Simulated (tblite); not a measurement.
Compound: C₇H₁₂NPS.
Bonds: C1–C2, C2–P3, P3–N4, N4–C5, P3–C6, C6–C7 (aromatic), C7–C8 (aromatic), C8–C9 (aromatic), C9–S10 (aromatic), C6–S10 (aromatic). Hydrogens: H11, H12, H13 on C1; H14, H15 on C2; H16 on N4; H17, H18, H19 on C5; H20 on C7; H21 on C8; H22 on C9.

The geometry is computed with GFN2-xTB (gas phase).

(1) What internal coordinates does the optimisation give?

## Answers

(1) 
```json
{"bond": "C1–C2", "length (Å)": "1.522"}
{"bond": "C2–P3", "length (Å)": "1.859"}
{"bond": "P3–N4", "length (Å)": "1.701"}
{"bond": "N4–C5", "length (Å)": "1.450"}
{"bond": "P3–C6", "length (Å)": "1.834"}
{"bond": "C6–C7", "length (Å)": "1.366"}
{"bond": "C7–C8", "length (Å)": "1.410"}
{"bond": "C8–C9", "length (Å)": "1.357"}
{"bond": "C9–S10", "length (Å)": "1.717"}
{"bond": "C6–S10", "length (Å)": "1.738"}
{"bond": "C1–H11, C1–H12, C1–H13", "length (Å)": "1.088"}
{"bond": "C2–H14, C2–H15", "length (Å)": "1.094"}
{"bond": "N4–H16", "length (Å)": "1.017"}
{"bond": "C5–H17, C5–H18, C5–H19", "length (Å)": "1.092"}
{"bond": "C7–H20", "length (Å)": "1.077"}
{"bond": "C8–H21", "length (Å)": "1.076"}
{"bond": "C9–H22", "length (Å)": "1.072"}
```

Bonds in one row agree within 0.01 Å and their mean is given. A selection of angles:
```json
{"angle": "C2–C1–H11", "degrees": "110.1"}
{"angle": "C2–C1–H13", "degrees": "110.7"}
{"angle": "H11–C1–H12", "degrees": "108.3"}
{"angle": "H11–C1–H13", "degrees": "108.7"}
{"angle": "C1–C2–P3", "degrees": "110.9"}
{"angle": "C1–C2–H14", "degrees": "110.3"}
{"angle": "C1–C2–H15", "degrees": "110.6"}
{"angle": "P3–C2–H14", "degrees": "107.6"}
{"angle": "P3–C2–H15", "degrees": "109.2"}
{"angle": "H14–C2–H15", "degrees": "108.1"}
{"angle": "C2–P3–N4", "degrees": "96.9"}
{"angle": "C2–P3–C6", "degrees": "97.4"}
{"angle": "N4–P3–C6", "degrees": "102.6"}
{"angle": "P3–N4–C5", "degrees": "120.1"}
{"angle": "P3–N4–H16", "degrees": "114.5"}
{"angle": "C5–N4–H16", "degrees": "112.0"}
{"angle": "N4–C5–H17", "degrees": "113.6"}
{"angle": "N4–C5–H18", "degrees": "108.4"}
{"angle": "N4–C5–H19", "degrees": "109.1"}
{"angle": "H17–C5–H18", "degrees": "108.5"}
{"angle": "H18–C5–H19", "degrees": "108.7"}
{"angle": "P3–C6–C7", "degrees": "124.8"}
{"angle": "P3–C6–S10", "degrees": "124.7"}
{"angle": "C7–C6–S10", "degrees": "110.5"}
{"angle": "C6–C7–C8", "degrees": "113.5"}
{"angle": "C6–C7–H20", "degrees": "122.8"}
{"angle": "C8–C7–H20", "degrees": "123.7"}
{"angle": "C7–C8–C9", "degrees": "112.4"}
{"angle": "C7–C8–H21", "degrees": "123.8"}
{"angle": "C9–C8–H21", "degrees": "123.8"}
{"angle": "C8–C9–S10", "degrees": "112.2"}
{"angle": "C8–C9–H22", "degrees": "128.6"}
{"angle": "S10–C9–H22", "degrees": "119.2"}
{"angle": "C6–S10–C9", "degrees": "91.4"}
```

Torsions: C1–C2–P3–N4 -71° (synclinal); C2–P3–N4–C5 164° (antiperiplanar); C2–P3–C6–C7 165° (antiperiplanar). The mirror-image conformer, all signs reversed, is as good.

The C–P distances run from 1.834 Å (P3–C6, drawn single) to 1.859 Å (C2–P3, drawn single), a spread of 0.025 Å. The 2 C–S bonds span 1.717 Å (C9–S10, aromatic) to 1.738 Å (C6–S10, aromatic), a spread of 0.021 Å. P3 (three-coordinate phosphorus) is pyramidal (angles 102.6°, 97.4° and 96.9°, sum 296.9°, 0.86 Å off the plane of its three neighbours). The 4 C–C bonds span 1.357 Å (C8–C9, aromatic) to 1.522 Å (C1–C2, drawn single), a spread of 0.165 Å. N4 (nitrogen bonded to C, P and H) is pyramidal (angles 120.1°, 114.5° and 112.0°, sum 346.6°, 0.29 Å off the plane of its three neighbours). The 5-membered ring C6–C7–C8–C9–S10 has internal angles of 91.4° to 113.5°; it is planar, 0.01 Å rms from its mean plane, widest ring torsion 1°. Of the pairs four or more bonds apart, S10···H14 is among the closest relative to their van der Waals radii: 2.84 Å, 95 % of the sum of Bondi's values.

Point group: C1 (no symmetry element, even within 0.4 Å). Its lowest GFN2-xTB frequency is 19i cm⁻¹, too small to tell a flat minimum from a shallow saddle. The numbers are those of one conformer.
